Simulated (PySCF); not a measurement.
Ga(NHMe)(OH)2 (CH6GaNO2), SMILES C[NH][Ga]([OH])[OH].

Coordinates come from a B3LYP-D3(BJ)/def2-SVP optimisation. One conformer was computed; it need not be the lowest.

Vertical ionisation energy (IE) and electron affinity (EA) in eV. Rows of orbital energies are one-electron estimates. Where ΔSCF, EOM or ADC give a negative EA the extra electron is unbound and the value depends on the basis.

```json
[
 {"level": "−ε(HOMO), −ε(LUMO), B3LYP/def2-TZVP (PySCF)", "IE": "6.54", "EA": "0.82"},
 {"level": "−ε(HOMO), −ε(LUMO), PBE/def2-TZVP (PySCF)", "IE": "…", "EA": "…"}
]
```

**Question.** Complete the blanks. (Estimate from the structure and the level; the computed values follow.)

**Answer.** 
- −ε(HOMO), −ε(LUMO), PBE/def2-TZVP (PySCF), IE: 5.38
- −ε(HOMO), −ε(LUMO), PBE/def2-TZVP (PySCF), EA: 1.38
